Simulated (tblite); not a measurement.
A geometry optimisation, step by step.

C₅H₈FO (doublet state).
Bonds: C1–C2 (double), C2–C3, C3–O4, C3–C5, C5–C6, C6–F7. Hydrogens: H8, H9 on C1; H10 on C2; H11 on O4; H12, H13 on C5; H14, H15 on C6.
Bond orders are those of one Lewis drawing.

Computed with GFN2-xTB (tblite), gas phase: L-BFGS steps from a force-field or distance-geometry start until the largest atomic force falls under 0.01 eV/Å. 10 of its 97 geometries are shown.

Step 0: E = -639.4799 eV, largest atomic force 1.745 eV/Å
```
atom  x, y, z in Å  |  force x, y, z in eV/Å
C1     -0.928   -0.622    2.340   -0.032   0.226   0.983
C2     -1.160   -0.943    1.053    0.716   0.229  -1.363
C3     -0.356   -0.554   -0.066   -1.422  -0.976   0.262
O4     -0.719   -1.151   -1.264    0.131   0.271   0.609
C5      0.844    0.331   -0.040   -0.059   0.097   0.243
C6      0.869    1.305   -1.221    0.235   0.348   0.591
F7      0.957    0.599   -2.385    0.134   0.100  -0.565
H8     -0.101    0.005    2.666   -0.296  -0.242  -0.127
H9     -1.598   -0.988    3.117    0.344   0.215  -0.298
H10    -2.011   -1.587    0.837    0.330   0.192  -0.172
H11    -0.147   -0.883   -1.998   -0.077  -0.004   0.255
H12     1.731   -0.309   -0.086    0.192   0.098  -0.052
H13     0.890    0.915    0.888   -0.105  -0.227  -0.213
H14     1.755    1.956   -1.166   -0.107  -0.121  -0.069
H15    -0.031    1.933   -1.258    0.014  -0.205  -0.084
```

Step 11: E = -639.5895 eV, largest atomic force 0.114 eV/Å
```
atom  x, y, z in Å  |  force x, y, z in eV/Å
C1     -0.926   -0.596    2.350    0.000   0.011   0.017
C2     -1.135   -0.935    1.046    0.046  -0.020  -0.055
C3     -0.376   -0.586   -0.064   -0.005  -0.010  -0.050
O4     -0.750   -1.151   -1.245   -0.058  -0.055  -0.067
C5      0.833    0.301   -0.054    0.015   0.015   0.006
C6      0.875    1.305   -1.211    0.001  -0.032   0.050
F7      0.997    0.655   -2.427    0.036   0.072   0.081
H8     -0.101    0.014    2.671   -0.008   0.016  -0.016
H9     -1.586   -0.960    3.113    0.001   0.035   0.008
H10    -1.971   -1.579    0.805   -0.009   0.000   0.054
H11    -0.162   -0.877   -1.959   -0.014   0.006  -0.003
H12     1.746   -0.308   -0.095   -0.030   0.017  -0.018
H13     0.843    0.866    0.876    0.055   0.009   0.010
H14     1.750    1.958   -1.127   -0.069  -0.009   0.001
H15    -0.043    1.902   -1.264    0.040  -0.054  -0.018
```

Step 21: E = -639.6005 eV, largest atomic force 0.083 eV/Å
```
atom  x, y, z in Å  |  force x, y, z in eV/Å
C1     -0.911   -0.569    2.335   -0.023  -0.001   0.017
C2     -1.124   -0.950    1.043    0.005   0.031  -0.028
C3     -0.380   -0.609   -0.079    0.012   0.004  -0.041
O4     -0.774   -1.157   -1.263    0.000  -0.012  -0.018
C5      0.832    0.275   -0.060    0.042   0.026   0.002
C6      0.871    1.306   -1.189   -0.004  -0.006   0.022
F7      1.073    0.692   -2.410   -0.017   0.000   0.020
H8     -0.094    0.055    2.646    0.019   0.023  -0.033
H9     -1.580   -0.903    3.103   -0.019  -0.014   0.080
H10    -1.966   -1.599    0.840    0.003  -0.002  -0.029
H11    -0.196   -0.876   -1.984    0.016   0.022   0.026
H12     1.744   -0.331   -0.123    0.009  -0.047  -0.036
H13     0.861    0.817    0.882   -0.004   0.003   0.036
H14     1.710    1.998   -1.055   -0.069  -0.013  -0.001
H15    -0.071    1.859   -1.267    0.030  -0.016  -0.016
```

Step 32: E = -639.6045 eV, largest atomic force 0.033 eV/Å
```
atom  x, y, z in Å  |  force x, y, z in eV/Å
C1     -0.915   -0.553    2.328    0.002  -0.001   0.006
C2     -1.129   -0.949    1.039   -0.004   0.017   0.008
C3     -0.380   -0.614   -0.080   -0.007   0.000  -0.001
O4     -0.769   -1.155   -1.268   -0.006  -0.004  -0.006
C5      0.840    0.258   -0.060    0.011  -0.015   0.015
C6      0.862    1.304   -1.174   -0.005  -0.004  -0.007
F7      1.101    0.701   -2.394   -0.006   0.004  -0.026
H8     -0.099    0.085    2.615   -0.002   0.002  -0.004
H9     -1.565   -0.879    3.118   -0.021  -0.015  -0.021
H10    -1.968   -1.601    0.832    0.008   0.012   0.017
H11    -0.191   -0.858   -1.983    0.011  -0.006   0.004
H12     1.742   -0.358   -0.158    0.025  -0.014  -0.015
H13     0.891    0.778    0.893    0.009   0.013   0.019
H14     1.671    2.023   -1.025    0.003   0.007   0.003
H15    -0.095    1.825   -1.267   -0.018   0.003   0.007
```

Step 43: E = -639.6061 eV, largest atomic force 0.034 eV/Å
```
atom  x, y, z in Å  |  force x, y, z in eV/Å
C1     -0.923   -0.539    2.328    0.007  -0.013   0.008
C2     -1.128   -0.938    1.038   -0.013   0.002   0.008
C3     -0.371   -0.618   -0.079   -0.003   0.000   0.023
O4     -0.766   -1.152   -1.269    0.013  -0.009   0.006
C5      0.857    0.243   -0.066   -0.011  -0.024   0.020
C6      0.853    1.303   -1.167   -0.010  -0.012   0.005
F7      1.099    0.721   -2.395    0.004   0.000  -0.022
H8     -0.111    0.102    2.622   -0.011  -0.009  -0.004
H9     -1.581   -0.873    3.108    0.002   0.022  -0.007
H10    -1.971   -1.585    0.835    0.007   0.002  -0.014
H11    -0.174   -0.868   -1.978   -0.002  -0.010  -0.016
H12     1.753   -0.378   -0.192    0.003   0.013  -0.016
H13     0.931    0.749    0.894    0.007  -0.001   0.010
H14     1.644    2.041   -1.012    0.027   0.014  -0.004
H15    -0.118    1.799   -1.248   -0.021   0.026   0.004
```

Step 53: E = -639.6075 eV, largest atomic force 0.033 eV/Å
```
atom  x, y, z in Å  |  force x, y, z in eV/Å
C1     -0.934   -0.529    2.328   -0.002   0.023  -0.009
C2     -1.126   -0.932    1.038   -0.010   0.004  -0.001
C3     -0.355   -0.628   -0.075    0.000  -0.008   0.009
O4     -0.751   -1.174   -1.260    0.017  -0.008  -0.001
C5      0.874    0.231   -0.073   -0.016  -0.027   0.009
C6      0.842    1.312   -1.156   -0.008  -0.015   0.011
F7      1.079    0.751   -2.396   -0.011  -0.009  -0.019
H8     -0.120    0.105    2.628    0.010  -0.002  -0.002
H9     -1.613   -0.840    3.100    0.012   0.000  -0.014
H10    -1.972   -1.572    0.825    0.003  -0.004   0.000
H11    -0.164   -0.898   -1.975    0.010   0.006  -0.006
H12     1.767   -0.383   -0.244   -0.007  -0.009   0.007
H13     0.976    0.713    0.896   -0.001   0.008  -0.008
H14     1.628    2.055   -1.002    0.017   0.016   0.009
H15    -0.136    1.798   -1.218   -0.013   0.024   0.014
```

Step 64: E = -639.6105 eV, largest atomic force 0.037 eV/Å
```
atom  x, y, z in Å  |  force x, y, z in eV/Å
C1     -0.951   -0.485    2.309    0.008   0.001  -0.004
C2     -1.126   -0.921    1.027   -0.008  -0.005  -0.004
C3     -0.331   -0.662   -0.080    0.011  -0.023   0.001
O4     -0.689   -1.254   -1.255   -0.017   0.026   0.004
C5      0.895    0.200   -0.088   -0.013  -0.017   0.010
C6      0.816    1.326   -1.123    0.000   0.000   0.013
F7      0.995    0.821   -2.395   -0.019  -0.022  -0.008
H8     -0.119    0.121    2.616    0.004   0.029  -0.023
H9     -1.655   -0.754    3.073    0.001  -0.010   0.001
H10    -1.979   -1.553    0.820   -0.007  -0.005  -0.017
H11    -0.123   -0.940   -1.972   -0.003  -0.022  -0.003
H12     1.776   -0.410   -0.322    0.021   0.011   0.002
H13     1.038    0.644    0.893   -0.001   0.004   0.013
H14     1.611    2.060   -0.970    0.019   0.024  -0.001
H15    -0.162    1.816   -1.117    0.002   0.008   0.017
```

Step 75: E = -639.6142 eV, largest atomic force 0.028 eV/Å
```
atom  x, y, z in Å  |  force x, y, z in eV/Å
C1     -0.968   -0.427    2.267    0.001   0.005   0.004
C2     -1.125   -0.912    1.001   -0.004   0.001   0.005
C3     -0.293   -0.709   -0.090   -0.005  -0.001   0.000
O4     -0.629   -1.336   -1.253   -0.013  -0.005  -0.011
C5      0.927    0.160   -0.098    0.004   0.007  -0.002
C6      0.784    1.342   -1.062    0.013  -0.001  -0.001
F7      0.828    0.894   -2.367   -0.008   0.002  -0.001
H8     -0.130    0.179    2.559   -0.005   0.023   0.012
H9     -1.690   -0.651    3.029   -0.004  -0.007   0.000
H10    -1.985   -1.534    0.796    0.007  -0.023  -0.007
H11    -0.064   -1.032   -1.975    0.001   0.005   0.001
H12     1.806   -0.422   -0.399   -0.007   0.000  -0.027
H13     1.105    0.551    0.900    0.005   0.021   0.011
H14     1.608    2.054   -0.955    0.000  -0.016   0.016
H15    -0.177    1.851   -0.937    0.015  -0.010   0.000
```

Step 85: E = -639.6157 eV, largest atomic force 0.041 eV/Å
```
atom  x, y, z in Å  |  force x, y, z in eV/Å
C1     -0.986   -0.377    2.237   -0.007   0.002   0.016
C2     -1.118   -0.912    0.989   -0.011  -0.004   0.026
C3     -0.271   -0.739   -0.095   -0.025   0.017  -0.008
O4     -0.597   -1.386   -1.249   -0.014  -0.031  -0.022
C5      0.948    0.129   -0.112    0.001   0.000  -0.011
C6      0.765    1.352   -1.015    0.017   0.004  -0.006
F7      0.737    0.958   -2.336    0.008  -0.002  -0.030
H8     -0.164    0.258    2.516   -0.025  -0.003   0.000
H9     -1.715   -0.584    2.997    0.010   0.001  -0.002
H10    -1.968   -1.552    0.791    0.009  -0.007   0.012
H11    -0.037   -1.084   -1.975    0.002   0.010  -0.003
H12     1.805   -0.441   -0.487    0.040  -0.008   0.000
H13     1.176    0.476    0.892    0.000  -0.010   0.018
H14     1.603    2.049   -0.917   -0.006   0.012  -0.010
H15    -0.183    1.859   -0.820   -0.001   0.018   0.018
```

Step 96: E = -639.6170 eV, largest atomic force 0.008 eV/Å
```
atom  x, y, z in Å  |  force x, y, z in eV/Å
C1     -0.994   -0.373    2.237    0.006  -0.004   0.004
C2     -1.114   -0.923    0.993   -0.001   0.001   0.000
C3     -0.279   -0.734   -0.099    0.001  -0.002   0.003
O4     -0.603   -1.389   -1.250    0.001   0.000   0.001
C5      0.946    0.129   -0.116   -0.001  -0.005   0.003
C6      0.776    1.357   -1.016    0.001  -0.001   0.000
F7      0.723    0.967   -2.338   -0.002  -0.005  -0.004
H8     -0.197    0.297    2.505   -0.008  -0.001  -0.001
H9     -1.710   -0.602    3.003    0.003   0.003  -0.007
H10    -1.947   -1.588    0.806    0.005   0.003  -0.002
H11    -0.049   -1.080   -1.978   -0.003   0.003  -0.001
H12     1.802   -0.447   -0.487   -0.002   0.001   0.003
H13     1.171    0.471    0.891    0.003  -0.002  -0.003
H14     1.628    2.038   -0.929    0.001   0.002   0.004
H15    -0.158    1.884   -0.805   -0.004   0.006  -0.002
```

Task: Summarise the path.

Result: The energy falls by 3.16 kcal/mol from step 0 to step 96; nine tenths of that is first reached at step 27. It falls at every step. The largest force goes from 1.745 to 0.008 eV/Å. Among the bonds C2–C3 changes most, from 1.431 to 1.387 Å; the atoms move by 0.327 Å rms after alignment.

What follows is the cost of the whole relaxation. On one thread of an Arm Neoverse V1, shared host with 64 logical CPUs at a one-minute load of 164, this took 0.5 s.
